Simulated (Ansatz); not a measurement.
Cost and result for the atomization energy of CH$_{9}$BGeSi, SMILES `B[CH2][GeH2][SiH3]` (13 atoms, 12 bonds).

Z-matrix (Å, degrees):
```
Ge
C 1 2.022
B 1 2.585 2 35.9
Si 1 2.391 2 115.2 3 -25.3
H 1 1.537 2 107.8 3 98.1
H 1 1.539 2 106.1 3 -144.8
H 2 1.089 1 105.4 3 120.7
H 2 1.089 1 104.3 3 -121.0
H 3 1.200 1 108.3 2 -114.7
H 3 1.200 1 104.3 2 118.0
H 4 1.488 1 107.7 2 180.0
H 4 1.484 1 111.7 2 60.4
H 4 1.485 1 110.0 2 -61.6
```

Charge 0, multiplicity 1. Correlated methods include outer-core shells of Ge, which these sets cover unevenly. Scalar relativity is left out up to krypton. The geometry is a stationary point of PBE0-D4/def2-TZVP. It is one conformer, not always the lowest. Program: Ansatz. All runs use 4 threads of an Arm Neoverse V1 on a shared host. Times are those of one run each, without the atoms' runs, and a repeat can differ threefold. Electronic energies, without spin–orbit coupling; frozen cores. CCSD(T)/CBS adds CCSD(T) − MP2 in def2-TZVPP to the MP2 limit, and its time is that of the two runs behind it. T1 = 0.012. With those shells the extrapolation isn't a true limit. B3LYP takes the VWN-RPA correlation (the form of Gaussian; ORCA's B3LYP/G).

CCSD(T)/CBS is a level of theory with its own doubt, some kJ/mol a heavy atom from the limit and from the frozen cores, so smaller differences don't rank the functionals.

```json
{"level": "PBE-D4/def2-TZVPP (with forces)", "functions": "278", "wall time": "3.5 s"}
{"level": "PBE0-D4/def2-TZVPP", "functions": "278", "wall time": "4.7 s"}
{"level": "r2SCAN-D4/def2-TZVPP (with forces)", "functions": "278", "wall time": "7.5 s"}
{"level": "B3LYP-D4/def2-TZVPP (with forces)", "functions": "278", "wall time": "7.5 s"}
{"level": "B2PLYP/def2-TZVPP", "functions": "278", "wall time": "8 s"}
{"level": "ωB97X-V/def2-TZVPP", "functions": "278", "wall time": "12 s"}
{"level": "ωB97M-V/def2-TZVPP (with forces)", "functions": "278", "wall time": "17 s"}
{"level": "MP2/def2-QZVPP", "functions": "543", "wall time": "39 s"}
{"level": "CCSD(T)/def2-TZVPP", "functions": "278", "wall time": "4.8 min"}
{"level": "CCSD(T)/CBS(def2)", "functions": "–", "wall time": "5.5 min"}
```

(1) What atomization energy does each give, and how far from CCSD(T)/CBS? (An estimate is asked.)

## Answers

(1) Ansatz gave: 
| level | atomization (kJ/mol) | difference from CCSD(T)/CBS | per bond |
| --- | --- | --- | --- |
| PBE-D4/def2-TZVPP (with forces) | 4128.2 | -8.7 | -0.7 |
| PBE0-D4/def2-TZVPP | 4117.8 | -19.1 | -1.6 |
| r2SCAN-D4/def2-TZVPP (with forces) | 4150.7 | 13.8 | 1.1 |
| B3LYP-D4/def2-TZVPP (with forces) | 4134.5 | -2.4 | -0.2 |
| B2PLYP/def2-TZVPP | 4084.0 | -52.9 | -4.4 |
| ωB97X-V/def2-TZVPP | 4157.7 | 20.8 | 1.7 |
| ωB97M-V/def2-TZVPP (with forces) | 4133.9 | -3.0 | -0.2 |
| MP2/def2-QZVPP | 4089.1 | -47.8 | -4.0 |
| CCSD(T)/def2-TZVPP | 4059.7 | -77.2 | -6.4 |
| CCSD(T)/CBS(def2) | 4136.9 | 0.0 | 0.0 |

From PBE to PBE0 (25 % exact exchange), in def2-TZVPP and without D4, the atomization energy moves by −6.3 kJ/mol: exact exchange takes away binding that semilocal exchange gives to molecules. In def2-TZVPP, CCSD(T) changes the Hartree–Fock value by +884.7 kJ/mol (the triples alone add +39.7 kJ/mol) and MP2 by +869.3 kJ/mol; breaking electron pairs costs correlation energy, which Hartree–Fock lacks. The D4 term adds +45.3 kJ/mol with B3LYP and +23.9 kJ/mol with PBE0; it sums over pairs of atoms, weighted by their polarisabilities, and B3LYP, whose exchange is more repulsive, gets the larger term.
